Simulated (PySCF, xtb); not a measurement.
C4H7FSi, SMILES C1[C@@H](F)[Si@@H](C)C=1.

Harmonic wavenumbers (cm⁻¹) from GFN2-xTB (xtb) at its own minimum, in rising order: 101, 110, 117, 219, 302, 451, 527, 555, 604, 649, 735, 799, 814, 824, 846, 884, 987, 1037, 1074, 1133, 1241, 1281, 1362, 1465, 1470, 1601, 2226, 2918, 3040, 3041, 3043, 3071, 3089.

Problem. What does TPSSh-D3(BJ)/def2-SVP (PySCF) give at its own minimum? (The exact figures need the calculation; the answer reports its results.)

Solution. 118, 123, 136, 248, 320, 453, 532, 599, 686, 699, 726, 788, 818, 829, 911, 990, 1005, 1032, 1082, 1166, 1279, 1294, 1331, 1446, 1450, 1588, 2221, 3032, 3049, 3115, 3123, 3138, 3200. Paired by order, the mean absolute difference is 34 cm⁻¹ and the zero-point energies are 59.5 and 60.8 kcal/mol.
